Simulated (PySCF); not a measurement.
Vertical excitations of a molecule C3H11NSi2 from TDA-PBE/def2-SVPD (PySCF 2.14.0), as energy in eV (oscillator strength): 4.56 (0.009), 4.95 (0.010), 5.20 (0.003), 5.45 (0.026), 5.48 (0.050), 5.63 (0.017). Lowest triplet (TDA): 4.38 eV. Coordinates come from a r2SCAN-D4/def2-SVP optimisation. The values are those of a single conformer.

Which structure fits?
(A) CNC1[SiH2]C[SiH2]1
(B) C=CC[SiH2][SiH2]N
(C) [SiH3][C@@H]1CCN1[SiH3]
(D) C=CCN([SiH3])[SiH3]

C, [SiH3][C@@H]1CCN1[SiH3]
